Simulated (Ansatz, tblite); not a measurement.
Cost and result up the ladder for La(N(SiH3)2)3 (LaSi6N3H18) (28 atoms). The state is a singlet with charge 0. Geometry: PBE-D4/def2-SVP.

Cartesian coordinates in Å:
```
La 0.201 0.497 -0.484
N 2.135 -0.073 0.784
Si 3.369 0.817 -0.013
Si 2.179 -1.111 2.183
H 4.032 1.929 0.759
H 2.543 1.527 -1.125
H 4.430 0.037 -0.748
H 3.016 -2.351 1.975
H 0.760 -1.552 2.458
H 2.698 -0.415 3.419
N -0.639 -1.382 -1.684
Si -0.556 -0.838 -3.311
Si -1.124 -2.907 -0.993
H 0.411 -1.540 -4.230
H 0.034 0.588 -3.111
H -1.856 -0.625 -4.044
H -2.579 -3.233 -1.237
H -0.916 -2.807 0.501
H -0.307 -4.071 -1.500
N -1.482 1.516 0.860
Si -2.402 0.734 2.116
Si -1.548 3.107 0.216
H -2.178 1.341 3.480
H -1.949 -0.706 2.171
H -3.888 0.745 1.852
H -2.816 3.517 -0.490
H -0.470 3.014 -0.903
H -1.098 4.239 1.103
```

Ansatz on 4 threads of Arm Neoverse V1 on a shared host; xTB runs through tblite on one thread. Times are rough, summed over both states, and most runs start from the orbitals of an earlier one. PBE0-D4/def2-SVP serves as the yardstick here, not as an exact answer. The other state is a doublet.

In the def2 sets La takes a core potential; there is no spin–orbit coupling. The xTB rows come from tblite.

Raw xTB energies of ions are shifted by several eV.

| level | functions | wall time | vertical IE (eV) | difference from PBE0-D4/def2-SVP (eV) |
| --- | --- | --- | --- | --- |
| GFN2-xTB | 93 | 0.08 s | 11.74 | 3.32 |
| GFN1-xTB | 111 | 0.12 s | 12.45 | 4.04 |
| PBE-D4/def2-SVP | 272 | 30 s | 7.82 | -0.59 |
| PBE0-D4/def2-SVP | 272 | 55 s | 8.42 | 0.00 |
